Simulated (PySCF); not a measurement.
## `CN(C)c1ccpc(F)c1`: 4 charge schemes on one density

Species: C₇H₉FNP.
Cartesian coordinates in Å at the PBE0-D3(BJ)/def2-SVP level; atoms count from 1:
```
atom  x, y, z in Å
C1    -1.860   -1.017    0.606
N2    -1.080    0.125    0.201
C3    -1.721    1.405    0.044
C4     0.261   -0.012   -0.048
C5     1.036    1.103   -0.450
C6     2.392    1.038   -0.718
P7     3.449   -0.345   -0.639
C8     2.226   -1.496   -0.134
F9     2.643   -2.756    0.051
C10    0.883   -1.273    0.096
H11   -1.850   -1.818   -0.154
H12   -1.502   -1.450    1.556
H13   -2.902   -0.709    0.752
H14   -1.636    1.789   -0.988
H15   -2.788    1.305    0.275
H16   -1.301    2.168    0.723
H17    0.547    2.072   -0.555
H18    2.876    1.973   -1.021
H19    0.307   -2.146    0.406
```

Density: PBE0/pcSseg-1 (PySCF); schemes: Mulliken, IAO, Hirshfeld and ESP-fitted. Geometry: PBE0-D3(BJ)/def2-SVP; no solvent, vibrations or thermal averaging.

Problem. Give the atomic charges in each scheme.

Solution. In e; atoms taken as equivalent share a row and are averaged (×n: the atom named and its like, n in all):

```
    atom                       environment  Mulliken     IAO  Hirshfeld  ESP-fitted
   C1/C3                   N-methyl carbon    -0.063  -0.301     -0.056      -0.363
      N2             aniline-type nitrogen    -0.780  -0.150     -0.037      -0.015
      C4  aromatic carbon bearing nitrogen    +0.346  +0.124     +0.060      +0.568
      C5                aromatic CH carbon    -0.149  -0.205     -0.080      -0.625
      C6                aromatic CH carbon    -0.379  -0.353     -0.105      +0.041
      P7          phosphorus bonded to 2 C    +0.381  +0.263     +0.012      -0.269
      C8               aromatic C–F carbon    +0.067  +0.095     +0.027      +0.500
      F9                     aryl fluorine    -0.275  -0.264     -0.085      -0.198
     C10                aromatic CH carbon    -0.208  -0.242     -0.098      -0.706
H11 (×6)                   methyl hydrogen    +0.127  +0.144     +0.048      +0.134
     H17                 aromatic hydrogen    +0.109  +0.146     +0.041      +0.225
     H18                 aromatic hydrogen    +0.136  +0.163     +0.046      +0.153
     H19                 aromatic hydrogen    +0.119  +0.159     +0.043      +0.249
```

Mean size of the charges over all atoms: ESP-fitted 0.267 e, Mulliken 0.202 e, IAO 0.191 e, Hirshfeld 0.054 e. Each set sums to the total charge, 0, to within 0.001 e. The Hirshfeld scheme divides the density at each point in proportion to the densities of the neutral, spherically averaged free atoms. The ESP scheme fits charges at the nuclei, held to the total charge, to the electrostatic potential on points at 1.4 to 2.0 times the van der Waals radii.

Some averages cover members that differ in this geometry: H11 (×6), ESP-fitted +0.119 to +0.159 e.

Lowest charge. The schemes don't all agree: Mulliken N2 (-0.780); IAO C6 (-0.353); Hirshfeld C6 (-0.105); ESP-fitted C10 (-0.706).

Highest charge. The schemes don't all agree: Mulliken P7 (+0.381); IAO P7 (+0.263); Hirshfeld C4 (+0.060); ESP-fitted C4 (+0.568).

Problem. How many electrons does the IAO scheme count on C3?

Solution. Its own charge is -0.301 e, so Z − q = 6.301.

Problem. How closely do the schemes follow one another over all atoms?

Solution. Correlation coefficient and root-mean-square difference: IAO with Hirshfeld 0.94, 0.150 e; Hirshfeld with ESP-fitted 0.76, 0.289 e; Mulliken with IAO 0.75, 0.175 e; Mulliken with Hirshfeld 0.72, 0.224 e; IAO with ESP-fitted 0.64, 0.255 e; Mulliken with ESP-fitted 0.39, 0.333 e.
